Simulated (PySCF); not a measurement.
**Worked example: chemical shift, span and skew from a shielding tensor**

Si(H)2(Cl)(Et) (C2H7ClSi), SMILES CC[SiH2]Cl. Atoms are numbered in the order given.

```xyz
11

Si     0.5147     0.7915    -0.1763
Cl     1.2722    -1.0523     0.4531
C     -1.2360     0.5464    -0.8115
C     -2.2051    -0.0517     0.2161
H      0.5420     1.7102     0.9955
H      1.4094     1.3144    -1.2446
H     -1.5923     1.5331    -1.1618
H     -1.1779    -0.0924    -1.7102
H     -2.3063     0.5981     1.1007
H     -3.2112    -0.1904    -0.2105
H     -1.8505    -1.0332     0.5674
```
Charge 0, spin multiplicity 1.

Geometry optimised at B3LYP-D3(BJ)/def2-SVP. One conformer was computed; it need not be the lowest.

GIAO shieldings from PySCF with PBE/pcSseg-1, non-relativistic, no solvent. The symmetric part of the tensor of C3 has the principal values 158.7, 168.2, 173.4 ppm. The same nucleus in TMS has σ = 182.0 ppm at this level (PySCF, at its B3LYP-D3(BJ)/def2-TZVP geometry). Without spin–orbit terms, shifts of atoms bonded to Cl or Br come out too high.

Problem. Work out the isotropic shielding, the ¹³C shift against TMS, the span and the skew.

Solution. 
σ(iso) = (σ11 + σ22 + σ33)/3 = 166.8 ppm. δ = σ(ref) − σ(iso) = 182.0 − (166.8) = 15.2 ppm.
Span Ω = σ33 − σ11 = 14.7 ppm. Skew κ = 3(σ(iso) − σ22)/Ω = -0.29. Tumbling in solution averages the tensor to δ; in a static solid the shielding alone would spread this spin-1/2 line over Ω.
